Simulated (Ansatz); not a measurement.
Relaxation of C₉H₁₄O₃S₂⁻, that is dimethylphenylsulfonium mesylate with one electron more with UKS PBE0-D4/def2-SVP.

```sh
$ ansatz run in.yaml --threads 4 --pin off --events-out ev --progress --plain --max-ram 6963MiB
```

```yaml
crystal:
  periodic: [false, false, false]
  atoms:
    - {symbol: C, position_ang: [-1.474181, 0.098836, -3.641847]}
    - {symbol: S, position_ang: [-0.766806, 0.313509, -2.016872]}
    - {symbol: O, position_ang: [0.704923, 0.158530, -2.197016]}
    - {symbol: O, position_ang: [-1.194251, 1.633759, -1.543699]}
    - {symbol: O, position_ang: [-1.327469, -0.834368, -1.218329]}
    - {symbol: H, position_ang: [-1.185037, -0.888080, -4.024207]}
    - {symbol: H, position_ang: [-2.565284, 0.175176, -3.553082]}
    - {symbol: H, position_ang: [-1.084143, 0.894958, -4.288790]}
    - {symbol: C, position_ang: [0.653345, -2.256781, 2.326378]}
    - {symbol: S, position_ang: [-0.166846, -1.657714, 0.819837]}
    - {symbol: C, position_ang: [1.051412, -2.155010, -0.404936]}
    - {symbol: C, position_ang: [0.033357, 0.092628, 1.060232]}
    - {symbol: C, position_ang: [-1.110803, 0.779264, 1.456761]}
    - {symbol: C, position_ang: [-1.029106, 2.151412, 1.660156]}
    - {symbol: C, position_ang: [0.172959, 2.818843, 1.439515]}
    - {symbol: C, position_ang: [1.300642, 2.118552, 1.017543]}
    - {symbol: C, position_ang: [1.239728, 0.742639, 0.821928]}
    - {symbol: H, position_ang: [0.031158, -1.954049, 3.179119]}
    - {symbol: H, position_ang: [0.693207, -3.354057, 2.271848]}
    - {symbol: H, position_ang: [1.662355, -1.834733, 2.426912]}
    - {symbol: H, position_ang: [0.684572, -3.102250, -0.820765]}
    - {symbol: H, position_ang: [1.055125, -1.369988, -1.193559]}
    - {symbol: H, position_ang: [2.031587, -2.284534, 0.071908]}
    - {symbol: H, position_ang: [-2.061318, 0.252315, 1.556493]}
    - {symbol: H, position_ang: [-1.921507, 2.706882, 1.954728]}
    - {symbol: H, position_ang: [0.225549, 3.901588, 1.572959]}
    - {symbol: H, position_ang: [2.233036, 2.648311, 0.812626]}
    - {symbol: H, position_ang: [2.113795, 0.204372, 0.454149]}
basis:
  gaussian: {orbitals: def2-SVP}
total_charge: -1
magnetization: {spin_polarized: true, initial_magnetization: 1}
hamiltonian: {xc: pbe0, dispersion: d4}
scf: {lower_state_search: "off"}
output: {orbitals: {seedname: orbitals}}
relax: {f_tol: 0.03, max_steps: 70}
```

Run time 12 min (4 threads of Arm Neoverse V2 on a shared host), peak host memory 1.6 GiB.

Positions (Å) and forces (eV/Å) at steps 1, 2, 3, 4, 5, 6, 7, 8, 9, 10 of 42:

```xyz
28
step=1 energy=-37326.9141 eV
C    -1.474    0.099   -3.642   -0.038    0.028   -0.207
S    -0.767    0.314   -2.017    0.168   -0.385    1.417
O     0.705    0.159   -2.197   -0.149    0.087   -0.524
O    -1.194    1.634   -1.544   -0.127    0.016   -0.525
O    -1.327   -0.834   -1.218   -0.357    0.322   -1.167
H    -1.185   -0.888   -4.024   -0.003   -0.014   -0.019
H    -2.565    0.175   -3.553   -0.014    0.002   -0.006
H    -1.084    0.895   -4.289   -0.009    0.013   -0.059
C     0.653   -2.257    2.326    0.545   -0.773    0.271
S    -0.167   -1.658    0.820   -0.373    2.689    0.473
C     1.051   -2.155   -0.405    0.224   -0.386   -0.107
C     0.033    0.093    1.060   -0.772   -3.181   -0.041
C    -1.111    0.779    1.457   -1.050    1.682    0.420
C    -1.029    2.151    1.660   -1.004   -1.476   -0.020
C     0.173    2.819    1.440    0.641    1.399    0.192
C     1.301    2.119    1.018    0.193   -0.964   -0.230
C     1.240    0.743    0.822    1.708    1.264   -0.053
H     0.031   -1.954    3.179   -0.044    0.041   -0.124
H     0.693   -3.354    2.272    0.172   -0.306    0.216
H     1.662   -1.835    2.427    0.024    0.038    0.019
H     0.685   -3.102   -0.821    0.108   -0.086   -0.067
H     1.055   -1.370   -1.194    0.029   -0.077    0.190
H     2.032   -2.285    0.072    0.116   -0.032   -0.065
H    -2.061    0.252    1.556   -0.037   -0.014    0.042
H    -1.922    2.707    1.955   -0.094    0.016    0.016
H     0.226    3.902    1.573    0.017    0.066    0.012
H     2.233    2.648    0.813    0.095    0.030   -0.030
H     2.114    0.204    0.454    0.032    0.000   -0.024
28
step=2 energy=-37327.3671 eV
C    -1.512    0.076   -3.783   -0.036    0.047   -0.191
S    -0.831    0.280   -2.144    0.005   -0.722    0.857
O     0.639    0.109   -2.320   -0.061    0.129   -0.162
O    -1.262    1.610   -1.703   -0.039    0.142   -0.141
O    -1.431   -0.865   -1.377    0.077    0.436   -0.455
H    -1.225   -0.914   -4.157   -0.017   -0.008   -0.049
H    -2.603    0.164   -3.703   -0.016   -0.007   -0.053
H    -1.104    0.871   -4.423   -0.023   -0.013   -0.062
C     0.721   -2.359    2.328    0.161   -0.306    0.533
S    -0.156   -1.586    0.897   -0.192    1.331    0.288
C     1.036   -2.153   -0.346    0.180    0.152   -0.383
C     0.054    0.123    1.191   -0.289   -1.995   -0.351
C    -1.115    0.848    1.524   -0.278    0.654    0.101
C    -1.029    2.211    1.707   -0.175   -0.443   -0.037
C     0.200    2.884    1.520    0.203    0.434    0.002
C     1.331    2.160    1.111   -0.058   -0.262    0.052
C     1.287    0.783    0.961    0.437    0.592   -0.091
H     0.111   -2.084    3.199    0.047   -0.057    0.051
H     0.767   -3.460    2.241    0.030    0.023   -0.061
H     1.728   -1.931    2.438    0.035   -0.005   -0.022
H     0.657   -3.098   -0.759   -0.041    0.018    0.032
H     1.043   -1.373   -1.138   -0.002   -0.150    0.049
H     2.031   -2.299    0.100   -0.013    0.026    0.005
H    -2.073    0.329    1.609    0.024   -0.013   -0.012
H    -1.933    2.772    1.961    0.012    0.023   -0.007
H     0.251    3.972    1.619    0.008   -0.014    0.014
H     2.262    2.686    0.878    0.028    0.031    0.037
H     2.154    0.248    0.569   -0.008   -0.041    0.057
28
step=3 energy=-37327.5094 eV
C    -1.544    0.056   -3.881   -0.001    0.033   -0.032
S    -0.886    0.276   -2.220   -0.184   -0.653    0.241
O     0.586    0.120   -2.392   -0.031    0.098    0.022
O    -1.340    1.612   -1.816    0.014    0.117    0.025
O    -1.492   -0.863   -1.458    0.158    0.421   -0.204
H    -1.247   -0.936   -4.245   -0.011   -0.012   -0.036
H    -2.638    0.135   -3.820   -0.012   -0.009   -0.039
H    -1.137    0.846   -4.526   -0.005   -0.011   -0.017
C     0.794   -2.411    2.387    0.105   -0.223    0.253
S    -0.142   -1.550    0.986   -0.083    0.130   -0.025
C     0.993   -2.113   -0.337    0.130    0.096   -0.058
C     0.062    0.116    1.245   -0.047   -0.355   -0.385
C    -1.121    0.881    1.508    0.196    0.038    0.075
C    -1.024    2.238    1.681    0.183    0.119    0.039
C     0.228    2.908    1.560   -0.038   -0.126   -0.067
C     1.367    2.157    1.208   -0.090    0.119    0.104
C     1.318    0.784    1.053   -0.129    0.120    0.099
H     0.207   -2.199    3.294    0.045   -0.038   -0.083
H     0.865   -3.507    2.232   -0.030    0.194   -0.062
H     1.796   -1.968    2.488    0.007   -0.005   -0.043
H     0.607   -3.077   -0.704   -0.022    0.041    0.088
H     0.939   -1.360   -1.152   -0.022   -0.053    0.122
H     2.021   -2.230    0.047   -0.113    0.020   -0.006
H    -2.089    0.375    1.560    0.054   -0.005   -0.051
H    -1.935    2.811    1.889    0.077   -0.001   -0.049
H     0.289    3.994    1.663    0.000   -0.044    0.004
H     2.320    2.671    1.028   -0.063   -0.008    0.035
H     2.205    0.236    0.722   -0.087   -0.006    0.050
28
step=4 energy=-37327.5563 eV
C    -1.581    0.013   -3.952    0.007    0.014    0.053
S    -0.965    0.263   -2.268   -0.161   -0.491    0.031
O     0.512    0.116   -2.406   -0.060    0.083    0.040
O    -1.436    1.606   -1.906    0.022    0.053    0.044
O    -1.581   -0.860   -1.499    0.146    0.323   -0.131
H    -1.271   -0.983   -4.297   -0.005   -0.006   -0.008
H    -2.677    0.087   -3.927    0.014   -0.009   -0.012
H    -1.160    0.794   -4.600    0.005   -0.006    0.013
C     0.841   -2.427    2.383   -0.001   -0.234    0.250
S    -0.146   -1.528    1.006    0.009   -0.281   -0.071
C     0.985   -2.083   -0.318    0.043    0.057   -0.064
C     0.063    0.123    1.233    0.145    0.496   -0.103
C    -1.109    0.912    1.483    0.171   -0.205   -0.069
C    -0.999    2.266    1.674    0.140    0.261   -0.015
C     0.264    2.921    1.613   -0.047   -0.237   -0.012
C     1.408    2.153    1.326   -0.045    0.204    0.038
C     1.342    0.784    1.141   -0.255   -0.161    0.043
H     0.270   -2.261    3.311    0.073   -0.038   -0.106
H     0.921   -3.511    2.167   -0.039    0.206    0.002
H     1.840   -1.974    2.467   -0.035    0.008   -0.032
H     0.609   -3.063   -0.649    0.046    0.047    0.040
H     0.895   -1.346   -1.142   -0.010   -0.033    0.053
H     2.019   -2.166    0.058   -0.123    0.011   -0.049
H    -2.090    0.426    1.468    0.103    0.038   -0.019
H    -1.913    2.854    1.823    0.113   -0.043    0.002
H     0.337    4.005    1.730   -0.006   -0.027    0.007
H     2.381    2.653    1.212   -0.129   -0.061    0.048
H     2.243    0.223    0.871   -0.121    0.030    0.027
28
step=5 energy=-37327.5873 eV
C    -1.615   -0.043   -3.991   -0.013   -0.008    0.031
S    -1.032    0.237   -2.300   -0.078   -0.272    0.052
O     0.449    0.119   -2.413   -0.085    0.066    0.006
O    -1.530    1.580   -1.964    0.025   -0.022    0.010
O    -1.636   -0.879   -1.518    0.082    0.216   -0.110
H    -1.285   -1.037   -4.323   -0.008    0.009    0.011
H    -2.713    0.017   -3.992    0.036   -0.009    0.003
H    -1.192    0.737   -4.639    0.002   -0.007    0.019
C     0.850   -2.437    2.388    0.049   -0.181    0.058
S    -0.136   -1.511    0.995   -0.053   -0.087   -0.079
C     0.989   -2.050   -0.336    0.004   -0.035    0.095
C     0.075    0.147    1.201    0.262    0.466    0.005
C    -1.089    0.949    1.427   -0.004   -0.197   -0.063
C    -0.968    2.297    1.658    0.091    0.166    0.055
C     0.303    2.934    1.677   -0.064   -0.139   -0.028
C     1.446    2.158    1.429    0.074    0.121    0.059
C     1.364    0.795    1.202   -0.191   -0.216   -0.043
H     0.280   -2.298    3.319    0.025    0.008   -0.103
H     0.931   -3.510    2.136   -0.021    0.121    0.023
H     1.847   -1.981    2.473   -0.029    0.004   -0.003
H     0.641   -3.051   -0.636    0.059    0.048    0.020
H     0.856   -1.331   -1.169    0.003   -0.003    0.036
H     2.029   -2.090    0.023   -0.059    0.003   -0.046
H    -2.076    0.476    1.356    0.136    0.079   -0.014
H    -1.878    2.894    1.793    0.080   -0.035   -0.026
H     0.386    4.013    1.832   -0.018   -0.024    0.011
H     2.435    2.642    1.399   -0.201   -0.105    0.009
H     2.270    0.223    0.974   -0.103    0.034    0.013
28
step=6 energy=-37327.6112 eV
C    -1.656   -0.107   -4.008   -0.027   -0.028   -0.003
S    -1.104    0.206   -2.315    0.069   -0.044    0.065
O     0.382    0.125   -2.409   -0.140    0.056   -0.028
O    -1.636    1.544   -2.002    0.028   -0.099   -0.018
O    -1.688   -0.908   -1.521    0.004    0.092   -0.065
H    -1.300   -1.098   -4.325   -0.013    0.027    0.023
H    -2.755   -0.068   -4.030    0.044   -0.008    0.009
H    -1.235    0.674   -4.655   -0.004   -0.008    0.010
C     0.842   -2.443    2.362   -0.029   -0.076    0.067
S    -0.137   -1.482    0.957    0.020   -0.073   -0.037
C     1.018   -2.011   -0.340   -0.024   -0.037   -0.043
C     0.087    0.181    1.156    0.314    0.330    0.056
C    -1.068    0.994    1.352   -0.145   -0.038   -0.008
C    -0.933    2.332    1.645    0.101    0.046   -0.013
C     0.347    2.939    1.758   -0.118   -0.053    0.015
C     1.485    2.151    1.542    0.120   -0.004   -0.050
C     1.382    0.800    1.244   -0.094   -0.094    0.009
H     0.256   -2.319    3.282    0.018    0.000   -0.020
H     0.921   -3.506    2.085   -0.008    0.031    0.013
H     1.837   -1.986    2.464   -0.024    0.010    0.000
H     0.716   -3.034   -0.617    0.058    0.082    0.017
H     0.859   -1.313   -1.187    0.033   -0.042    0.017
H     2.057   -2.000    0.025   -0.054    0.007   -0.033
H    -2.060    0.545    1.203    0.192    0.114    0.011
H    -1.836    2.943    1.745    0.043   -0.009   -0.002
H     0.445    4.010    1.964   -0.038   -0.067    0.005
H     2.486    2.616    1.582   -0.249   -0.138    0.001
H     2.287    0.217    1.043   -0.075    0.026    0.001
28
step=7 energy=-37327.6253 eV
C    -1.712   -0.177   -4.030   -0.027   -0.040   -0.017
S    -1.178    0.177   -2.341    0.175    0.117    0.046
O     0.312    0.143   -2.429   -0.206    0.033   -0.034
O    -1.751    1.505   -2.049    0.050   -0.175   -0.026
O    -1.730   -0.939   -1.532   -0.036    0.023   -0.019
H    -1.326   -1.163   -4.330   -0.020    0.044    0.025
H    -2.811   -0.169   -4.061    0.048   -0.006    0.011
H    -1.307    0.607   -4.685   -0.009   -0.011   -0.002
C     0.809   -2.451    2.356    0.028   -0.017   -0.045
S    -0.118   -1.452    0.913   -0.023    0.063   -0.019
C     1.063   -1.963   -0.363    0.022   -0.113    0.010
C     0.119    0.216    1.124    0.306    0.111    0.072
C    -1.032    1.038    1.284   -0.249    0.072   -0.043
C    -0.890    2.364    1.635    0.142   -0.022   -0.016
C     0.393    2.942    1.847   -0.195    0.016   -0.013
C     1.528    2.146    1.653    0.119   -0.111   -0.001
C     1.417    0.806    1.300   -0.073    0.046   -0.003
H     0.191   -2.338    3.255   -0.010    0.020   -0.025
H     0.890   -3.507    2.059    0.007   -0.022    0.011
H     1.801   -1.998    2.495   -0.023   -0.010    0.007
H     0.813   -3.007   -0.617    0.048    0.128    0.028
H     0.878   -1.290   -1.227    0.017   -0.038    0.056
H     2.101   -1.898    0.004   -0.074    0.004   -0.036
H    -2.021    0.615    1.042    0.305    0.148    0.080
H    -1.788    2.988    1.696    0.053    0.003    0.017
H     0.497    4.001    2.110   -0.058   -0.125   -0.028
H     2.533    2.589    1.770   -0.273   -0.143   -0.038
H     2.321    0.216    1.120   -0.046    0.002    0.005
28
step=8 energy=-37327.6369 eV
C    -1.749   -0.218   -4.038   -0.022   -0.029   -0.012
S    -1.202    0.152   -2.357    0.165    0.093   -0.025
O     0.286    0.140   -2.463   -0.175    0.024   -0.012
O    -1.792    1.472   -2.065    0.035   -0.130    0.003
O    -1.730   -0.969   -1.539   -0.035    0.021    0.001
H    -1.353   -1.200   -4.334   -0.015    0.031    0.012
H    -2.849   -0.226   -4.055    0.035   -0.005    0.006
H    -1.363    0.567   -4.702   -0.009   -0.014    0.002
C     0.787   -2.458    2.325   -0.038    0.043    0.021
S    -0.111   -1.424    0.884    0.026   -0.037    0.019
C     1.092   -1.934   -0.368    0.034   -0.035   -0.080
C     0.139    0.240    1.120    0.202    0.065    0.039
C    -1.011    1.072    1.249   -0.154   -0.015   -0.023
C    -0.869    2.390    1.624    0.145    0.025    0.041
C     0.412    2.948    1.888   -0.151   -0.002   -0.016
C     1.546    2.142    1.721    0.090   -0.015    0.000
C     1.436    0.811    1.342   -0.088    0.019   -0.002
H     0.150   -2.342    3.212    0.022   -0.008   -0.014
H     0.862   -3.514    2.024   -0.007    0.015   -0.006
H     1.779   -2.015    2.490   -0.028   -0.017    0.001
H     0.863   -2.984   -0.613    0.027    0.104    0.025
H     0.906   -1.275   -1.241    0.026   -0.054    0.053
H     2.124   -1.848    0.009   -0.081    0.004   -0.031
H    -1.994    0.664    0.973    0.236    0.101    0.059
H    -1.762    3.020    1.677    0.053    0.006   -0.010
H     0.517    4.000    2.175   -0.039   -0.095   -0.025
H     2.548    2.572    1.878   -0.208   -0.097   -0.033
H     2.339    0.215    1.184   -0.044    0.001    0.009
28
step=9 energy=-37327.6512 eV
C    -1.831   -0.297   -4.073   -0.016    0.022   -0.010
S    -1.242    0.106   -2.414    0.072   -0.051   -0.072
O     0.239    0.135   -2.563   -0.085   -0.009    0.025
O    -1.860    1.409   -2.115   -0.002   -0.013    0.052
O    -1.721   -1.023   -1.574    0.019    0.070   -0.009
H    -1.416   -1.271   -4.366   -0.001   -0.003   -0.016
H    -2.930   -0.338   -4.053    0.038    0.001   -0.001
H    -1.489    0.490   -4.762   -0.020   -0.042    0.030
C     0.727   -2.456    2.291    0.034    0.069   -0.050
S    -0.079   -1.378    0.841    0.026   -0.003    0.069
C     1.151   -1.869   -0.394    0.055   -0.028    0.012
C     0.191    0.273    1.138   -0.059   -0.041   -0.008
C    -0.959    1.118    1.224    0.045   -0.065   -0.020
C    -0.821    2.423    1.635    0.029    0.084   -0.049
C     0.449    2.956    1.973    0.008   -0.040    0.033
C     1.581    2.135    1.855   -0.016    0.099   -0.029
C     1.479    0.818    1.440   -0.032   -0.043    0.026
H     0.055   -2.337    3.153    0.038   -0.003   -0.059
H     0.786   -3.510    1.976   -0.006    0.054    0.006
H     1.724   -2.045    2.510   -0.076   -0.047   -0.013
H     0.962   -2.928   -0.626    0.003    0.025    0.001
H     0.950   -1.232   -1.278   -0.007   -0.015    0.040
H     2.175   -1.741   -0.010   -0.064    0.007   -0.019
H    -1.924    0.734    0.879    0.068    0.012    0.015
H    -1.704    3.071    1.636    0.061   -0.033    0.031
H     0.549    4.000    2.282   -0.001   -0.003    0.006
H     2.575    2.547    2.069   -0.059   -0.014    0.011
H     2.383    0.211    1.326   -0.053    0.012   -0.001
28
step=10 energy=-37327.6634 eV
C    -1.896   -0.372   -4.101   -0.016    0.044    0.000
S    -1.263    0.048   -2.460    0.016   -0.108   -0.064
O     0.212    0.106   -2.652   -0.069   -0.028    0.030
O    -1.898    1.338   -2.140   -0.018    0.020    0.048
O    -1.696   -1.090   -1.605    0.052    0.104   -0.048
H    -1.471   -1.338   -4.402    0.004   -0.009   -0.018
H    -2.993   -0.436   -4.044    0.053    0.006   -0.002
H    -1.594    0.419   -4.804   -0.020   -0.051    0.049
C     0.691   -2.431    2.232   -0.014    0.125   -0.046
S    -0.069   -1.335    0.811    0.119   -0.026    0.125
C     1.179   -1.818   -0.409    0.045   -0.049   -0.063
C     0.222    0.303    1.152   -0.107   -0.067    0.029
C    -0.916    1.168    1.189    0.077    0.076   -0.004
C    -0.775    2.464    1.631   -0.038   -0.025    0.039
C     0.482    2.965    2.058    0.014   -0.005   -0.054
C     1.606    2.131    1.972   -0.016   -0.003    0.099
C     1.503    0.820    1.535    0.014   -0.021   -0.036
H     0.011   -2.312    3.087    0.042   -0.014   -0.018
H     0.727   -3.481    1.901    0.000    0.047    0.006
H     1.696   -2.053    2.475   -0.086   -0.047   -0.020
H     1.022   -2.885   -0.625   -0.002   -0.002   -0.018
H     0.964   -1.202   -1.303    0.007   -0.003   -0.001
H     2.196   -1.652   -0.023   -0.043    0.014   -0.003
H    -1.866    0.810    0.784    0.029    0.008    0.009
H    -1.650    3.123    1.616    0.054   -0.019   -0.013
H     0.582    3.997    2.401    0.000    0.022    0.006
H     2.592    2.515    2.261   -0.045   -0.003   -0.024
H     2.401    0.198    1.462   -0.050    0.014   -0.006
```

The highest occupied level of the relaxed charge -1 doublet lies above zero (up to 0.52 eV). By energy differences its removal costs 0.69 eV (each at its own geometry, to the charge 0 singlet, at PBE0-D4/def2-SVP); self-interaction error and the lack of diffuse functions both raise the level. In the doublet geometry the species has come apart into loosely held pieces. The relaxation made no stability test and no search for a lower SCF solution.
